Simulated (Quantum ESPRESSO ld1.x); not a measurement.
Input file for ld1.x (Quantum ESPRESSO 7.5):

```
 &input
    atom='Ho',
    iswitch=1,
    rel=2,
    dft='PW91',
    config='[Xe] 4f9',
    rel_dist='energy',
    lsmall=.true.,
    prefix='ld1',
    max_out_wfc=37,
    file_charge='ld1.rho',
 /
```

Command: `OMP_NUM_THREADS=1 ld1.x < ld1.in > ld1.out`

Standard output:

```
     Program LD1 v.7.5 starts

     --------------------------- All-electron run ----------------------------

     dirac relativistic calculation

     atomic number is 67.00
     dft =PW91   lsd =0 sic =0 latt =0  beta=0.20 tr2=1.0E-14
     Exchange-correlation= PW91
                           (   1   4   2   2   0   0   0)
     mesh =2103 r(mesh) = 100.61561 a.u. xmin = -8.00 dx = 0.00800
     1 Ry =  13.60569312 eV, c = 137.03599908

     n l j   nl                  e(Ry)          e(Ha)          e(eV)
     Spin orbit split results
     1 0 0.5 1S 1( 2.00)     -4078.8336     -2039.4168    -55495.3580
     2 0 0.5 2S 1( 2.00)      -685.2166      -342.6083     -9322.8465
     2 1 0.5 2P 1( 2.00)      -652.3326      -326.1663     -8875.4375
     2 1 1.5 2P 1( 4.00)      -589.3343      -294.6672     -8018.3021
     3 0 0.5 3S 1( 2.00)      -156.2518       -78.1259     -2125.9140
     3 1 0.5 3P 1( 2.00)      -141.8727       -70.9364     -1930.2768
     3 1 1.5 3P 1( 4.00)      -128.7184       -64.3592     -1751.3027
     4 0 0.5 4S 1( 2.00)       -34.1072       -17.0536      -464.0516
     4 1 0.5 4P 1( 2.00)       -28.3927       -14.1964      -386.3025
     4 1 1.5 4P 1( 4.00)       -25.4191       -12.7096      -345.8448
     3 2 1.5 3D 1( 4.00)      -104.0714       -52.0357     -1415.9633
     3 2 2.5 3D 1( 6.00)      -101.1987       -50.5993     -1376.8780
     5 0 0.5 5S 1( 2.00)        -7.1417        -3.5708       -97.1677
     5 1 0.5 5P 1( 2.00)        -5.4919        -2.7459       -74.7205
     5 1 1.5 5P 1( 4.00)        -5.0474        -2.5237       -68.6736
     4 2 1.5 4D 1( 4.00)       -16.0041        -8.0021      -217.7471
     4 2 2.5 4D 1( 6.00)       -15.4606        -7.7303      -210.3524
     4 3 2.5 4F 1( 6.00)        -4.1269        -2.0634       -56.1488
     4 3 3.5 4F 1( 3.00)        -4.0448        -2.0224       -55.0316
     Averaged results
     1 0     1S 1( 2.00)     -4078.8336     -2039.4168    -55495.3580
     2 0     2S 1( 2.00)      -685.2166      -342.6083     -9322.8465
     2 1     2P 1( 6.00)      -610.3338      -305.1669     -8304.0139
     3 0     3S 1( 2.00)      -156.2518       -78.1259     -2125.9140
     3 1     3P 1( 6.00)      -133.1032       -66.5516     -1810.9607
     4 0     4S 1( 2.00)       -34.1072       -17.0536      -464.0516
     4 1     4P 1( 6.00)       -26.4103       -13.2052      -359.3307
     3 2     3D 1(10.00)      -102.3478       -51.1739     -1392.5121
     5 0     5S 1( 2.00)        -7.1417        -3.5708       -97.1677
     5 1     5P 1( 6.00)        -5.1956        -2.5978       -70.6892
     4 2     4D 1(10.00)       -15.6780        -7.8390      -213.3103
     4 3     4F 1( 9.00)        -4.0799        -2.0400       -55.5104

     final scf error:  6.7E-15 reached in  35 iterations

     Etot =  -25253.346733 Ry,  -12626.673366 Ha, -343589.285972 eV

     Ekin =   27793.827924 Ry,   13896.913962 Ha,  378154.293444 eV
     Encl =  -62133.509624 Ry,  -31066.754812 Ha, -845369.464602 eV
     Eh   =    9629.006577 Ry,    4814.503288 Ha,  131009.308560 eV
     Exc  =    -542.671609 Ry,    -271.335804 Ha,   -7383.423373 eV

     normalization and overlap integrals

     s(1S/1S) =  1.000000  <r> =   0.0207  <r2> =    0.0006  r(max) =   0.0131
     s(1S/2S) = -0.000000
     s(1S/3S) = -0.000000
     s(1S/4S) =  0.000000
     s(1S/5S) =  0.000000
     s(2S/2S) =  1.000000  <r> =   0.0875  <r2> =    0.0091  r(max) =   0.0745
     s(2S/3S) =  0.000000
     s(2S/4S) =  0.000000
     s(2S/5S) =  0.000000
     s(2P/2P) =  1.000000  <r> =   0.0729  <r2> =    0.0066  r(max) =   0.0568
     s(2P/3P) =  0.000000
     s(2P/4P) =  0.000000
     s(2P/5P) =  0.000000
     s(2P/2P) =  1.000000  <r> =   0.0801  <r2> =    0.0078  r(max) =   0.0625
     s(2P/3P) =  0.000000
     s(2P/4P) =  0.000000
     s(2P/5P) =  0.000000
     s(3S/3S) =  1.000000  <r> =   0.2294  <r2> =    0.0603  r(max) =   0.2108
     s(3S/4S) =  0.000000
     s(3S/5S) =  0.000000
     s(3P/3P) =  1.000000  <r> =   0.2191  <r2> =    0.0559  r(max) =   0.1994
     s(3P/4P) =  0.000000
     s(3P/5P) =  0.000000
     s(3P/3P) =  1.000000  <r> =   0.2327  <r2> =    0.0628  r(max) =   0.2125
     s(3P/4P) =  0.000000
     s(3P/5P) =  0.000000
     s(4S/4S) =  1.000000  <r> =   0.5176  <r2> =    0.3026  r(max) =   0.4845
     s(4S/5S) =  0.000000
     s(4P/4P) =  1.000000  <r> =   0.5270  <r2> =    0.3162  r(max) =   0.4845
     s(4P/5P) =  0.000000
     s(4P/4P) =  1.000000  <r> =   0.5575  <r2> =    0.3536  r(max) =   0.5124
     s(4P/5P) =  0.000000
     s(3D/3D) =  1.000000  <r> =   0.2054  <r2> =    0.0496  r(max) =   0.1672
     s(3D/4D) = -0.000000
     s(3D/3D) =  1.000000  <r> =   0.2096  <r2> =    0.0515  r(max) =   0.1712
     s(3D/4D) =  0.000000
     s(5S/5S) =  1.000000  <r> =   1.2248  <r2> =    1.6816  r(max) =   1.1133
     s(5P/5P) =  1.000000  <r> =   1.3464  <r2> =    2.0434  r(max) =   1.1964
     s(5P/5P) =  1.000000  <r> =   1.4291  <r2> =    2.3007  r(max) =   1.2755
     s(4D/4D) =  1.000000  <r> =   0.5858  <r2> =    0.3981  r(max) =   0.5165
     s(4D/4D) =  1.000000  <r> =   0.5965  <r2> =    0.4126  r(max) =   0.5248
     s(4F/4F) =  1.000000  <r> =   0.7401  <r2> =    0.6929  r(max) =   0.5124
     s(4F/4F) =  1.000000  <r> =   0.7495  <r2> =    0.7114  r(max) =   0.5165

     ------------------------ End of All-electron run ------------------------
```

Run on one thread of a shared host, so times are rough (Intel(R) Xeon(R) Processor @ 2.60GHz): 0.76 s of CPU time, 0.8 s wall, 35 iterations on 2103 mesh points.
